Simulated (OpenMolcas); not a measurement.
InNH3 (SMILES [NH2][InH]): the vertical energy of the quartet above the doublet from total energies

InNH3: 5 atoms, total charge 0, spin state doublet. As SMILES, `[NH2][InH]`. Geometry: relaxed at PBE0-D4/def2-TZVP. This is one conformer, not always the lowest.

Both states at this one shape; open shells run unrestricted unless said. 1 Eh = 27.2114 eV.

```
                             level     program  doublet InNH3 (Eh)  quartet InNH3 (Eh)
U-revPBE/def2-SVP (core potential)  OpenMolcas         -246.635872         -246.487545
  UBHLYP/def2-SVP (core potential)  OpenMolcas         -246.484120         -246.342760
 UM06-2X/def2-SVP (core potential)  OpenMolcas         -246.501354         -246.349171
```

Problem. Work out the vertical gap, second state less first, at each level.

Solution. 
1. U-revPBE/def2-SVP (core potential): -246.487545 − (-246.635872) = 0.148327 Eh = 4.04 eV.
2. UBHLYP/def2-SVP (core potential): -246.342760 − (-246.484120) = 0.141360 Eh = 3.85 eV.
3. UM06-2X/def2-SVP (core potential): -246.349171 − (-246.501354) = 0.152183 Eh = 4.14 eV.

No measured value is set beside it here; the levels span 3.85 to 4.14 eV. Spin-orbit coupling, which splits open shells on such heavy atoms by tenths of an eV, is left out.
